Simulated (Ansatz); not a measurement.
This geometry of ClH + FGeH3O3 (10 atoms, charge 0, multiplicity 1) is a first-order saddle point.

These are results of RKS PBE0-D4/def2-SVP (Ansatz 0.2.0), not measurements.

```xyz
10
Properties=species:S:1:pos:R:3
Ge 0.137 0.061 0.067
O -0.154 0.137 1.927
H -1.090 0.096 2.174
O 1.758 -0.341 -0.451
H 1.708 -1.136 -1.000
F -0.845 1.179 -0.788
O -0.829 -1.391 -0.237
H -0.515 -2.157 0.255
Cl 1.262 2.173 1.123
H 0.417 1.205 1.975
```

**Question.** Which two structures does it join? (They come from a converged band through this point; their orientation in space is the band's.)

**Answer.** Bonds broken: Ge1–O2, Cl9–H10. Bonds formed: Ge1–Cl9, O2–H10. ClH + FGeH3O3 becomes ClFGeH2O2 + H2O.

Initial state:

```xyz
10
Properties=species:S:1:pos:R:3
Ge -0.310 -0.391 0.189
O -0.824 -0.009 1.797
H -0.350 0.761 2.156
O 1.419 -0.054 0.046
H 1.789 -0.213 -0.832
F -1.121 0.608 -0.966
O -0.586 -2.051 -0.254
H -1.519 -2.286 -0.312
Cl 1.550 2.184 2.068
H 1.803 1.278 1.152
```

Final state:

```xyz
10
Properties=species:S:1:pos:R:3
Ge 0.898 0.087 -0.098
O -1.374 -0.014 2.079
H -1.533 0.659 1.400
O 1.734 -0.080 -1.614
H 1.458 -0.877 -2.082
F -0.429 1.207 -0.277
O 0.241 -1.431 0.422
H -0.411 -1.228 1.130
Cl 2.178 1.042 1.308
H -0.912 0.462 2.778
```

**Question.** How far does it lie above each of them?

**Answer.** 0.84 eV above the first and 1.33 eV above the second. This is the barrier of this one path; another mechanism may lie lower. The orbitals stay closed-shell, which can raise the energy where a bond breaks towards radicals; this wasn't checked here.

Run time: 5.9 min on 4 threads of Arm Neoverse V1, on a shared host, peak memory 0.35 GiB.
